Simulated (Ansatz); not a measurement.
Frontier orbitals of `[OH][Hf]([F])([Cl])[SeH]`.

| atom | x (Å) | y (Å) | z (Å) |
| --- | --- | --- | --- |
| O1 | 0.936 | 0.041 | 1.230 |
| Hf2 | -0.531 | 0.324 | 0.071 |
| F3 | -2.191 | 0.073 | 0.948 |
| Cl4 | -0.467 | 2.510 | -0.783 |
| Se5 | -0.385 | -1.422 | -1.826 |
| H6 | 1.574 | -0.016 | 1.935 |
| H7 | 1.063 | -1.510 | -1.575 |

Charge 0, multiplicity 1. Correlated methods include outer-core shells of Hf, Se, which these sets cover unevenly. Scalar relativity is left out up to krypton. Hf: def2 effective core potential. All single points use the PBE0-D4/def2-TZVP geometry. It is one conformer, not always the lowest. Basis def2-TZVPP, the Gaussian-basis code of Ansatz.

```
 functional  HOMO (eV)  LUMO (eV)  gap (eV)
LDA (SPW92)      -6.42      -2.29      4.13
        PBE      -6.24      -2.04      4.20
     revPBE      -6.17      -1.94      4.23
       PBE0      -7.38      -1.22      6.16
    r2SCANh      -6.95      -1.55      5.40
  CAM-B3LYP      -8.61      -0.17      8.44
    ωB97X-V      -9.61       0.88     10.49
    ωB97M-V      -9.47       0.65     10.12
```

A quarter of exact exchange (PBE0) shifts PBE's HOMO by −1.14 eV and its LUMO by +0.82 eV; full exchange at long range (ωB97M-V) shifts them by −3.23 and +2.69 eV. The gap opens from 4.20 to 10.12 eV, since occupied levels lose self-interaction and empty ones feel all the electrons. A positive LUMO is unbound and depends on the basis.
